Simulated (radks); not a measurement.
Results of a calculation; reference values are marked as such.
Spin polarisation of the 4f4 shell in the promethium ion Pm3+. Start: [Xe] 4f(up 2, down 2); electrons of 4f are moved from spin down to spin up, other shells keep equal spins. Level of theory: non-relativistic Kohn-Sham, BLYP, spin-polarised, spherical densities, point nucleus (a radial shooting solver on a logarithmic mesh with Libxc functionals).

moment (Bohr magnetons)  E - E(0) (eV)  e(4f up) (eV)  e(4f down) (eV)  5p down minus up (eV)  5s down minus up (eV)  4d down minus up (eV)
0                                0.000        -35.190          -35.190                 0.000                 0.000                  0.000
1                               -0.191        -35.555          -34.790                  0.301                  0.379                  0.857
2                               -0.764        -35.882          -34.354                  0.601                  0.758                  1.713
3                               -1.718        -36.171          -33.884                  0.902                  1.136                  2.566
4                               -3.050        -36.420          -33.379                  1.202                  1.514                  3.415

At moment 4 the spin-polarisation energy is -3.050 eV and the 4f exchange splitting 3.041 eV, that is 0.760 eV per Bohr magneton; E = -I m^2/4 would give I = 0.763 eV.
